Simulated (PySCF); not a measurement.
Compound: acetic anhydride, C4H6O3.
Structure used (PBE0-D3(BJ)/def2-SVP), in Å, numbered top down from 1:
```xyz
13
C4H6O3 angstrom
C     -2.2787    0.3450    0.3245
C     -1.1811    0.1185   -0.6711
O     -1.2987    0.0684   -1.8531
O      0.0116   -0.0256    0.0122
C      1.2360   -0.2365   -0.5932
C      2.2882   -0.3306    0.4705
O      1.4079   -0.3256   -1.7662
H     -2.0629    1.2432    0.9214
H     -3.2321    0.4606   -0.2026
H     -2.3308   -0.5029    1.0230
H      3.2654   -0.4966    0.0040
H      2.0509   -1.1546    1.1592
H      2.3032    0.5945    1.0652
```

All values: PBE0/pcSseg-1 and PBE0/def2-SVPD (PySCF, non-relativistic), on one gas-phase PBE0-D3(BJ)/def2-SVP geometry that isn't relaxed in the solvent. The solvent is an IEF-PCM continuum (Bondi radii, 1.10 Å for H, scaled by 1.2). The model holds no explicit solvent molecules, cavitation or dispersion.

Gas phase at PBE0/pcSseg-1: HOMO -7.78 eV, LUMO -0.77 eV, dipole 4.52 D.

Task: What does the continuum do to the energy, the frontier levels and the dipole at PBE0/pcSseg-1 in chloroform and water?

Result: 
```
   solvent      ε  E(solvent) − E(gas) (kJ/mol)  polarisation term (kJ/mol)  distortion of the solute (kJ/mol)  HOMO (eV)  LUMO (eV)  dipole (D)
chloroform  4.711                        -26.62                      -30.46                               3.84      -7.91      -0.81        5.45
     water  78.36                        -37.91                      -45.86                               7.95      -7.98      -0.83        5.87
```

Polarisation term: ½ Σ q·V over the induced surface charges. Distortion: the rise of the solute's own energy as its density leaves the gas-phase optimum. From chloroform to water the lowering changes by a factor 1.42, Onsager's factor (ε − 1)/(2ε + 1) by 1.38 and ε itself by 16.6.

Task: Which radius a makes the point-dipole formula ΔE = −[(ε − 1)/(2ε + 1)]·μ²/a³ give the value in water, with the gas-phase dipole?

Result: μ = 1.777 au and |ΔE| = 0.01444 Eh give a = 2.51 Å; the farthest nucleus lies 3.29 Å from the centroid of the nuclei, so such a sphere wouldn't even hold the nuclei. The formula assumes a rigid point dipole at the centre of a sphere.

Task: Give the dipole vector in the frame of the coordinates (D, pointing from negative to positive charge), gas and water.

Result: Gas (-0.10, 0.28, 4.51), solvent (-0.13, 0.36, 5.85). Its length changes by +30 % and its direction by less than 1°.

Task: Which ESP-fitted charges (PBE0/pcSseg-1) respond most in chloroform (means over atoms taken as equivalent)?

Result: 
```csv
atoms,environment,gas (e),solvent (e),change
O3/O7,anhydride carbonyl oxygen,-0.502,-0.555,-0.053
C2/C5,anhydride carbonyl carbon,+0.887,+0.924,+0.037
C1/C6,methyl carbon next to a carbonyl,-0.710,-0.722,-0.012
H8 (×6),methyl hydrogen,+0.200,+0.211,+0.011
O4,anhydride bridging oxygen,-0.553,-0.563,-0.010
```

Gas phase at PBE0/def2-SVPD: HOMO -7.87 eV, LUMO -0.93 eV, dipole 4.60 D.

Task: What does the continuum do to the energy, the frontier levels and the dipole at PBE0/def2-SVPD in chloroform and water?

Result: 
```tsv
solvent	ε	E(solvent) − E(gas) (kJ/mol)	polarisation term (kJ/mol)	distortion of the solute (kJ/mol)	HOMO (eV)	LUMO (eV)	dipole (D)
chloroform	4.711	-26.93	-31.31	4.38	-8.00	-0.97	5.65
water	78.36	-38.57	-47.84	9.27	-8.07	-0.99	6.14
```

Task: How does the static polarisability (PBE0/def2-SVPD, frozen core, with the continuum's full static response) change?

Result: 
```tsv
medium	isotropic (au)	principal values (au)	⟨r²⟩ of the electrons (bohr²)
gas	58.9	43.4, 62.7, 70.5	824.2
chloroform	70.1	51.9, 77.2, 81.4	823.7
water	75.8	57.0, 84.6, 85.9	823.5
```

The isotropic value in water is 1.29 times the gas-phase one; no cavity-field correction is applied. ⟨r²⟩ is taken about the centre of nuclear charge.
